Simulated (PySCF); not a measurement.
**Electron correlation in Cl⁺ (chlorine, charge +1)**

[Ne] 3s1 3p5, high-spin 3P determinant (an excited configuration). Calculation: PySCF 2.14, in x2c-QZVPPall (9s6p4d2f1g, 70 functions); scalar relativity by spin-free X2C-1e. Frozen: 1s2; 14 electrons correlated.

```
  level  correlation energy (mhartree)
   CCSD                        -419.90
    (T)                         -26.02
CCSD(T)                        -445.92
```

Diagnostics: T1 = 0.012, D1 = 0.0406, largest double amplitude 0.193.

Question: Is a single reference adequate?

Answer: Not fully. A double-excitation amplitude exceeds 0.15, a sign of near-degeneracy.

This basis was not built for core-valence correlation, so the inner-shell part is incomplete.
